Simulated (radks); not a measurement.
Values are calculated unless marked as measured or tabulated.
The rubidium anion Rb- inside a hard spherical wall (all orbitals vanish at R), configuration held at [Kr] 5s2 and not refilled when levels cross. Code: a radial shooting solver on a logarithmic mesh with Libxc functionals. Model: scalar-relativistic Kohn-Sham, PBE, spin-polarised, spherical densities, point nucleus. Eigenvalues in eV for spin up, with the zero of energy where the potential of the charges vanishes at infinity; a dash marks a level that is unbound or too diffuse for the functional's potential to be trusted. A positive occupied level is held by the wall or, in an anion where self-interaction has pushed it up, behind a barrier. The pressure on the wall is -dE/dV.

[
 {"R (bohr)": "15", "E (hartree)": "-2981.21602", "kinetic (hartree)": "3053.273", "e(3d)": "-99.792", "e(4s)": "-27.730", "e(4p)": "-11.808", "e(5s)": "1.013", "e(5p, empty)": "2.027", "e(4d, empty)": "2.867", "pressure (GPa)": "0.0169"},
 {"R (bohr)": "12", "E (hartree)": "-2981.20600", "kinetic (hartree)": "3053.311", "e(3d)": "-99.163", "e(4s)": "-27.108", "e(4p)": "-11.194", "e(5s)": "1.451", "e(5p, empty)": "2.712", "e(4d, empty)": "3.744", "pressure (GPa)": "0.0992"},
 {"R (bohr)": "10", "E (hartree)": "-2981.18553", "kinetic (hartree)": "3053.376", "e(3d)": "-98.339", "e(4s)": "-26.298", "e(4p)": "-10.396", "e(5s)": "2.107", "e(5p, empty)": "3.697", "e(4d, empty)": "4.793", "pressure (GPa)": "0.377"},
 {"R (bohr)": "7", "E (hartree)": "-2981.06137", "kinetic (hartree)": "3053.717", "e(3d)": "-95.848", "e(4s)": "-23.891", "e(4p)": "-8.064", "e(5s)": "4.916", "e(5p, empty)": "7.808", "e(4d, empty)": "8.026", "pressure (GPa)": "4.31"},
 {"R (bohr)": "5", "E (hartree)": "-2980.63325", "kinetic (hartree)": "3054.942", "e(3d)": "-91.583", "e(4s)": "-20.133", "e(4p)": "-4.510", "e(5s)": "12.256", "e(5p, empty)": "17.971", "e(4d, empty)": "13.446", "pressure (GPa)": "42.8"},
 {"R (bohr)": "4", "E (hartree)": "-2979.79994", "kinetic (hartree)": "3057.558", "e(3d)": "-85.540", "e(4s)": "-15.482", "e(4p)": "0.032", "e(5s)": "24.201", "e(5p, empty)": "33.105", "e(4d, empty)": "20.183", "pressure (GPa)": "209"},
 {"R (bohr)": "3.5", "E (hartree)": "-2978.77752", "kinetic (hartree)": "3060.795", "e(3d)": "-79.456", "e(4s)": "-11.071", "e(4p)": "4.611", "e(5s)": "37.121", "e(5p, empty)": "48.444", "e(4d, empty)": "26.700", "pressure (GPa)": "544"},
 {"R (bohr)": "2.5", "E (hartree)": "-2971.71661", "kinetic (hartree)": "3081.324", "e(3d)": "-52.143", "e(4s)": "10.608", "e(4p)": "28.964", "e(5s)": "108.83", "e(5p, empty)": "127.40", "e(4d, empty)": "59.463", "pressure (GPa)": "5610"},
 {"R (bohr)": "1.5", "E (hartree)": "-2917.26099", "kinetic (hartree)": "3218.240", "e(3d)": "38.379", "e(4s)": "140.57", "e(4p)": "172.76", "e(5s)": "494.32", "e(5p, empty)": "519.76", "e(4d, empty)": "224.28", "pressure (GPa)": "158000"}
]
